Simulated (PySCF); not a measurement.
Heteronuclear NMR

Molfile (atoms numbered from 1):
```
C7H9N
     RDKit          3D

 17 17  0  0  0  0  0  0  0  0999 V2000
   -2.3449    0.4616    0.3705 C   0  0  0  0  0  0  0  0  0  0  0  0
   -1.3541    0.0193   -0.7018 C   0  0  0  0  0  0  0  0  0  0  0  0
    0.0296   -0.1674   -0.1570 C   0  0  0  0  0  0  0  0  0  0  0  0
    0.8954    0.9024    0.0352 C   0  0  0  0  0  0  0  0  0  0  0  0
    2.1469    0.6771    0.5809 C   0  0  0  0  0  0  0  0  0  0  0  0
    2.4971   -0.6214    0.9201 C   0  0  0  0  0  0  0  0  0  0  0  0
    1.6900   -1.6607    0.7424 N   0  0  0  0  0  0  0  0  0  0  0  0
    0.4939   -1.4252    0.2175 C   0  0  0  0  0  0  0  0  0  0  0  0
   -3.3495    0.5713   -0.0440 H   0  0  0  0  0  0  0  0  0  0  0  0
   -2.3888   -0.2676    1.1827 H   0  0  0  0  0  0  0  0  0  0  0  0
   -2.0503    1.4204    0.8036 H   0  0  0  0  0  0  0  0  0  0  0  0
   -1.3309    0.7606   -1.5065 H   0  0  0  0  0  0  0  0  0  0  0  0
   -1.6946   -0.9182   -1.1504 H   0  0  0  0  0  0  0  0  0  0  0  0
    0.5898    1.9057   -0.2457 H   0  0  0  0  0  0  0  0  0  0  0  0
    2.8445    1.4909    0.7387 H   0  0  0  0  0  0  0  0  0  0  0  0
    3.4715   -0.8353    1.3506 H   0  0  0  0  0  0  0  0  0  0  0  0
   -0.1464   -2.2943    0.0770 H   0  0  0  0  0  0  0  0  0  0  0  0
  1  2  1  0
  2  3  1  0
  3  4  1  0
  4  5  2  0
  5  6  1  0
  6  7  2  0
  7  8  1  0
  8  3  2  0
  1  9  1  0
  1 10  1  0
  1 11  1  0
  2 12  1  0
  2 13  1  0
  4 14  1  0
  5 15  1  0
  6 16  1  0
  8 17  1  0
M  END
```

How the numbers were obtained: σ from GIAO-B97-2/pcSseg-2, coordinates at the PBE0-D3(BJ)/def2-TZVP level, in PySCF 2.14.0 with density-fitted response routines (single conformer, averaged over atoms made equivalent by symmetry, fast rotation or ring inversion, no solvent, relativity neglected).

Task: Where does 15N resonate?

Result: 
```tsv
atoms	environment	σ (ppm)	δ (ppm)
N7	pyridine-type ring nitrogen	-95.4	-62.0
```

Shieldings were converted by a linear fit to measured shifts: 15N (scatter 6.4 ppm rms vs CH3NO2, solution or neat liquid). Occasional misses reach two or three times the rms, and more in compound classes unlike the fitted ones.

On a 300 MHz spectrometer 15N resonates near 30.4 MHz, so 1 ppm is 30.4 Hz.
